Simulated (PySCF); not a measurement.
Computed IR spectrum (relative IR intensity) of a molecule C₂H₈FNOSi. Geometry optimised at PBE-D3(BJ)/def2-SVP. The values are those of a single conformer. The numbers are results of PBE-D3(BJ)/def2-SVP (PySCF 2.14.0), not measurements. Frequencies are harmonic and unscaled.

ν (cm⁻¹): 318 (w), 333 (w), 378 (w), 399 (m), 647 (w), 759 (w), 807 (w), 843 (vs), 880 (s), 934 (s), 1003 (s), 1219 (m), 1285 (m), 1413 (w), 1431 (w), 1459 (vw), 2227 (s), 2898 (m), 2905 (s), 2951 (m), 2962 (vw), 3052 (w), 3073 (vw), 3748 (m) (against the strongest line: vs over 80 %, s over 45 %, m over 15 %, w over 4 %, vw less)

Question: Identify the compound among the candidates.
(A) CN(C)[SiH](O)F
(B) C[C@@H](F)[Si@@H](N)O
(C) CNC[Si@@H](O)F
(D) NC[Si@@H](O)CF

Answer: A, CN(C)[SiH](O)F
